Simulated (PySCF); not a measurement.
Species: C2H9NOSi3.
Numbering: `[N:1]#[C:2][CH2:3][O:4][SiH:5]([SiH3:6])[SiH3:7]` (hydrogens: H8, H9 on C3; H10 on Si5; H11, H12, H13 on Si6; H14, H15, H16 on Si7)

Structure used (GFN2-xTB), in Å, numbered top down from 1:
```xyz
16
C2H9NOSi3 angstrom
N      3.5865   -1.2093    1.7271
C      2.9221   -0.6064    1.0202
C      2.0563    0.1363    0.1267
O      0.8696   -0.5596   -0.0803
Si    -0.5316    0.0411   -0.6987
Si    -1.7869   -1.8937   -0.6504
Si    -1.1336    1.9515    0.4866
H      1.8626    1.1252    0.5699
H      2.5825    0.2838   -0.8280
H     -0.2115    0.4802   -2.0833
H     -1.4416   -2.8901   -1.6686
H     -3.1768   -1.4998   -0.9125
H     -1.7757   -2.5892    0.6384
H     -2.5726    2.1998    0.3985
H     -0.4633    3.1792    0.0288
H     -0.7936    1.8600    1.9139
```

Computed at PBE0/pcSseg-1 (PySCF, non-relativistic), with Q(14N) = 0.02044 b, Q(17O) = −0.0256 b: N1, 14N (I = 1): χzz = -4.820 MHz, η = 0.159; O4, 17O (I = 5/2): χzz = -11.29 MHz, η = 0.413.

(1) Find the zero-field quadrupole resonance frequencies of 14N at N1.

(2) Where would the pure quadrupole (NQR) lines of 17O at O4 fall for the rigid, isolated species?

Answers

(1) From ν± = (3/4)|χ|(1 ± η/3) and ν0 = |χ|η/2: ν+ 3.806 MHz, ν− 3.423 MHz, ν0 0.383 MHz (nitrile nitrogen).

(2) From the eigenvalues of H = χ/[4I(2I − 1)] × [3Iz² − I(I + 1) + η(Ix² − Iy²)], steps between neighbouring levels, labelled as for η = 0: ±1/2↔±3/2 1.983 MHz, ±3/2↔±5/2 3.283 MHz (silyl ether oxygen).

In a crystal, neighbours and librations shift these lines. GFN2-xTB bond lengths can be off by several hundredths of an ångström, more for odd bonds, and the gradients follow them. The basis is small and wasn't made for field gradients, so the couplings can be 20 % off.

These values come from a run that also computed NMR shieldings. The run took 57 s (grids of density and orbitals included) on one thread, Arm Neoverse V1 (aarch64), shared host, and the process peaked at 0.76 GiB of memory.

One conformer stands for the species.
